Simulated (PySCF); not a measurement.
**NMR parameters of (NaCl)3 ring**

(NaCl)3 ring, Cl3Na3, point group C1.

Geometry:
```
atom   x (Å)   y (Å)   z (Å)
 Na1   1.526  -1.721   0.297
 Cl2  -0.695  -2.456  -0.561
 Na3  -2.047  -0.415  -0.958
 Cl4  -1.695   2.003  -0.488
 Na5   0.543   2.110   0.610
 Cl6   2.368   0.480   1.100
```

GIAO calculations in PySCF on the PBE0-D3(BJ)/def2-SVP structure: isolated species, non-relativistic, equivalent atoms averaged; basis pcSseg-1.

(1) Give the isotropic shieldings (ppm) with PBE0, wB97X-D.

(2) And the chemical shifts, against references computed in the same way?

(3) Which part of the shielding of Cl2/Cl4/Cl6 depends on the functional?

## Answers

(1) 
```
             atoms              environment  PBE0  wB97X-D
       Cl2/Cl4/Cl6  chlorine bonded to 2 Na  1135     1140
       Na1/Na3/Na5        Na bonded to 2 Cl   547      552
HOMO–LUMO gap (eV)                        –  6.83    10.17
```

(2) 
```
      atoms  nucleus, reference  PBE0  wB97X-D
Cl2/Cl4/Cl6           35Cl, HCl  -192     -200
```

(3) Diamagnetic: PBE0 1149, wB97X-D 1149 ppm; paramagnetic: PBE0 -14, wB97X-D -10 ppm. The diamagnetic part, set mainly by inner electrons, hardly moves; the paramagnetic part goes with low-lying magnetically allowed excitations and carries the spread.
